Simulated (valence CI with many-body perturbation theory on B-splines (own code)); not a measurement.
Energy levels of Te XLVIII

Level of theory: configuration interaction combined with many-body perturbation theory (CI+MBPT): three valence electrons over a frozen Dirac-Fock core [He], radial functions for each j: 11 s, 11 p, 10 d, 8 f, 5 g, 2 h, with the one-electron correlation potential Σ1, the two-electron term Σ2, the three-electron term Σ3, Breit, model QED; selected CI, second order for the rest, scaled by the run's own slope (own B-spline code, finite nucleus).

No measured spectrum was set against this ion. As an estimate, large intervals hold to a few tenths of a per cent, small ones and those within an open d or f shell to about a per cent.

Levels 46 to 90 of 175, with energies above the lowest level, (2s^2 2p1/2) J=1/2. "Leading %" is the weight of the configuration and term that name the level; weights of strongly mixed levels are sums over their largest components and can fall short. In the jj column 3d3/2^4 stands for four electrons in 3d with j = 3/2. Lifetimes count E1, E2, E3, M1 and M2 decay at the calculated energies, and are blank where another channel may lead or the interval is too uncertain; long ones can be off by a factor of two.

| No. | Configuration | Term | J | E (Ry) | Leading % | Leading jj | Second component | Lifetime |
| --- | --- | --- | --- | --- | --- | --- | --- | --- |
| 46 | 2p2 3d | 2D | 3/2 | 384.83 | 38 | 2p1/2^2 3d3/2 (97 %) | 35 % 2p2 3d 4F | 15.1 fs |
| 47 | 2s 2p 3s | 2P° | 1/2 | 384.96 | 92 | 2s 2p3/2 3s (98 %) | 7 % 2s 2p 3s 4P° | 13.0 fs |
| 48 | 2s 2p 3s | 2P° | 3/2 | 385.21 | 84 | 2s 2p3/2 3s (97 %) | 14 % 2s 2p 3s 4P° | 27.0 fs |
| 49 | 2p2 3d | 2D | 5/2 | 387.36 | 31 | 2p1/2^2 3d5/2 (97 %) | 20 % 2p2 3d 4D | 3.11 fs |
| 50 | 2s 2p 3p | 2P | 1/2 | 388.89 | 55 | 2s 2p3/2 3p1/2 (96 %) | 21 % 2s 2p 3p 2S | 13.2 fs |
| 51 | 2s 2p 3p | 2D | 3/2 | 389.00 | 62 | 2s 2p3/2 3p1/2 (95 %) | 25 % 2s 2p 3p 2P | 13.7 fs |
| 52 | 2s 2p 3p | 4D | 7/2 | 390.06 | 100 | 2s 2p3/2 3p3/2 (100 %) |  | 2.39 ps |
| 53 | 2s 2p 3p | 2P | 3/2 | 390.32 | 44 | 2s 2p3/2 3p3/2 (91 %) | 32 % 2s 2p 3p 4S | 13.3 fs |
| 54 | 2s 2p 3p | 2S | 1/2 | 391.24 | 41 | 2s 2p3/2 3p3/2 (81 %) | 25 % 2s 2p 3p 2P | 6.94 fs |
| 55 | 2s 2p 3p | 4P | 5/2 | 391.24 | 43 | 2s 2p3/2 3p3/2 (90 %) | 42 % 2s 2p 3p 2D | 10.3 fs |
| 56 | 2p2 3s | 4P | 3/2 | 392.90 | 83 | 2p1/2 2p3/2 3s (92 %) | 8 % 2p2 3s 2P | 31.5 fs |
| 57 | 2s 2p 3d | 4D° | 5/2 | 393.57 | 46 | 2s 2p3/2 3d3/2 (96 %) | 21 % 2s 2p 3d 4F° | 2.41 fs |
| 58 | 2s 2p 3d | 4P° | 3/2 | 393.74 | 40 | 2s 2p3/2 3d3/2 (93 %) | 40 % 2s 2p 3d 4D° | 2.05 fs |
| 59 | 2p2 3s | 2D | 5/2 | 393.82 | 41 | 2p1/2 2p3/2 3s (64 %) | 24 % 2p2 3s 4P | 49.2 fs |
| 60 | 2s 2p 3d | 4P° | 1/2 | 393.84 | 77 | 2s 2p3/2 3d3/2 (89 %) | 12 % 2s 2p 3d 4D° | 2.20 fs |
| 61 | 2s 2p 3d | 4F° | 7/2 | 393.92 | 48 | 2s 2p3/2 3d3/2 (81 %) | 33 % 2s 2p 3d 4D° | 3.03 fs |
| 62 | 2p2 3s | 2P | 1/2 | 393.95 | 53 | 2p1/2 2p3/2 3s (79 %) | 27 % 2p2 3s 4P | 11.1 fs |
| 63 | 2p2 3s | 2D | 3/2 | 394.26 | 53 | 2p1/2 2p3/2 3s (84 %) | 29 % 2p2 3s 2P | 18.8 fs |
| 64 | 2s 2p 3d | 4F° | 9/2 | 394.57 | 100 | 2s 2p3/2 3d5/2 (100 %) |  | 92.8 ps |
| 65 | 2s 2p 3p | 2D | 5/2 | 395.42 | 58 | 2s 2p3/2 3p3/2 (73 %) | 14 % 2p2 3s 2D | 14.6 fs |
| 66 | 2s 2p 3d | 2D° | 5/2 | 395.82 | 45 | 2s 2p3/2 3d5/2 (99 %) | 32 % 2s 2p 3d 4P° | 3.32 fs |
| 67 | 2p2 3p | 4P° | 1/2 | 395.99 | 40 | 2p1/2 2p3/2 3p1/2 (89 %) | 26 % 2p2 3p 4D° | 19.3 fs |
| 68 | 2s 2p 3d | 2D° | 3/2 | 396.06 | 34 | 2s 2p3/2 3d5/2 (69 %) | 29 % 2s 2p 3d 4P° | 3.77 fs |
| 69 | 2s 2p 3p | 2S | 1/2 | 396.11 | 63 | 2s 2p3/2 3p3/2 (97 %) | 21 % 2s 2p 3p 2P | 260 fs |
| 70 | 2s 2p 3p | 2P | 3/2 | 396.11 | 52 | 2s 2p3/2 3p3/2 (84 %) | 23 % 2s 2p 3p 2D | 14.3 fs |
| 71 | 2p2 3p | 4D° | 3/2 | 396.37 | 43 | 2p1/2 2p3/2 3p1/2 (76 %) | 10 % 2s 2p 3d 2D° | 12.6 fs |
| 72 | 2s 2p 3d | 2F° | 7/2 | 396.54 | 68 | 2s 2p3/2 3d5/2 (81 %) | 31 % 2s 2p 3d 4D° | 1.89 fs |
| 73 | 2p2 3p | 2F° | 5/2 | 396.89 | 43 | 2p1/2 2p3/2 3p1/2 (88 %) | 27 % 2p2 3p 2D° | 4.46 fs |
| 74 | 2s 2p 3d | 2P° | 1/2 | 397.40 | 76 | 2s 2p3/2 3d5/2 (93 %) | 16 % 2s 2p 3d 4D° | 2.37 fs |
| 75 | 2s 2p 3d | 2F° | 5/2 | 398.65 | 61 | 2s 2p3/2 3d3/2 (88 %) | 13 % 2s 2p 3d 2D° | 3.93 fs |
| 76 | 2s 2p 3d | 2D° | 3/2 | 398.70 | 56 | 2s 2p3/2 3d3/2 (74 %) | 22 % 2s 2p 3d 2P° | 2.42 fs |
| 77 | 2p2 3p | 2P° | 3/2 | 398.96 | 35 | 2p1/2 2p3/2 3p1/2 (86 %) | 23 % 2p2 3p 2D° | 6.40 fs |
| 78 | 2s 2p 3d | 2P° | 1/2 | 399.05 | 88 | 2s 2p3/2 3d3/2 (94 %) | 11 % 2s 2p 3d 4D° | 2.89 fs |
| 79 | 2s 2p 3d | 2F° | 7/2 | 399.71 | 78 | 2s 2p3/2 3d5/2 (96 %) | 10 % 2s 2p 3d 4D° | 7.26 fs |
| 80 | 2s 2p 3d | 2D° | 5/2 | 400.57 | 65 | 2s 2p3/2 3d5/2 (96 %) | 24 % 2s 2p 3d 2F° | 1.88 fs |
| 81 | 2s 2p 3d | 2P° | 3/2 | 400.75 | 78 | 2s 2p3/2 3d5/2 (96 %) | 7 % 2s 2p 3d 4D° | 2.72 fs |
| 82 | 2p2 3p | 4D° | 5/2 | 402.52 | 52 | 2p1/2 2p3/2 3p3/2 (99 %) | 34 % 2p2 3p 4P° | 9.27 fs |
| 83 | 2p2 3p | 4P° | 1/2 | 402.83 | 34 | 2p1/2 2p3/2 3p3/2 (98 %) | 34 % 2p2 3p 2P° | 8.98 fs |
| 84 | 2p2 3p | 2D° | 3/2 | 403.21 | 51 | 2p1/2 2p3/2 3p3/2 (98 %) | 25 % 2p2 3p 4P° | 8.73 fs |
| 85 | 2p2 3p | 2F° | 7/2 | 403.68 | 59 | 2p1/2 2p3/2 3p3/2 (97 %) | 38 % 2p2 3p 4D° | 10.6 fs |
| 86 | 2p2 3p | 2P° | 3/2 | 404.36 | 39 | 2p1/2 2p3/2 3p3/2 (99 %) | 28 % 2p2 3p 4S° | 8.72 fs |
| 87 | 2p2 3p | 2D° | 5/2 | 404.99 | 60 | 2p1/2 2p3/2 3p3/2 (98 %) | 19 % 2p2 3p 2F° | 8.84 fs |
| 88 | 2p2 3d | 4F | 3/2 | 405.40 | 43 | 2p1/2 2p3/2 3d3/2 (99 %) | 29 % 2p2 3d 2P | 9.43 fs |
| 89 | 2p2 3d | 4F | 5/2 | 405.50 | 54 | 2p1/2 2p3/2 3d3/2 (98 %) | 39 % 2p2 3d 2F | 25.5 fs |
| 90 | 2p2 3d | 4D | 1/2 | 405.66 | 80 | 2p1/2 2p3/2 3d3/2 (100 %) | 14 % 2p2 3d 2P | 18.0 fs |
